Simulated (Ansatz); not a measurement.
The cluster Ag₄F₃⁺, relaxed as a singlet with RKS r2SCAN-D4/def2-SVP in Ansatz, starting from the GFN2-xTB geometry. Force threshold 0.02 eV/Å.

In the def2 sets Ag takes a core potential; there is no spin–orbit coupling. The relaxation made no stability test and no search for a lower SCF solution. No other spin state of charge 1 was run. The structure comes from a short search, and lower isomers may exist.

Start:

```xyz
7

Ag   -0.744   -0.134    1.009
Ag    1.408    0.318   -0.909
Ag    2.601    1.410    3.198
Ag   -2.282   -1.108   -2.448
F    -2.314   -0.831   -0.183
F     1.413    0.702    1.573
F    -0.082   -0.356   -2.240
```

**Question.** Estimate the energy that the relaxation releases and the steps that it takes.

**Answer.** 15.5 kcal/mol, in 9 steps; 43 s on 4 threads of Arm Neoverse V1 on a shared host. No frequencies were taken in this run, so the end may be a saddle point.

**Question.** Does the start keep its bonding?

**Answer.** By distances, no bond broke or formed, bridged metal pairs apart. The bond that changes most is Ag2–F6, from 2.51 to 2.24 Å (atoms count from 1). Metal–metal contacts that move far: Ag2–Ag4 4.24 to 2.86 Å, Ag1–Ag4 3.91 to 2.86 Å. The end is the same structure that another start reached.

**Question.** Predict the relaxed structure.

**Answer.** 
```xyz
7

Ag   -0.9373   -0.1649    1.0717
Ag    1.1028    0.2485   -0.8942
Ag    2.4641    1.2741    2.8480
Ag   -1.4596   -0.7530   -1.6758
F    -2.6188   -0.8937    0.0742
F     1.1505    0.5921    1.3155
F     0.2982   -0.3030   -2.7395
```
Bond lengths (bridged metal pairs left out): 7 × Ag–F 2.09 to 2.24 Å.
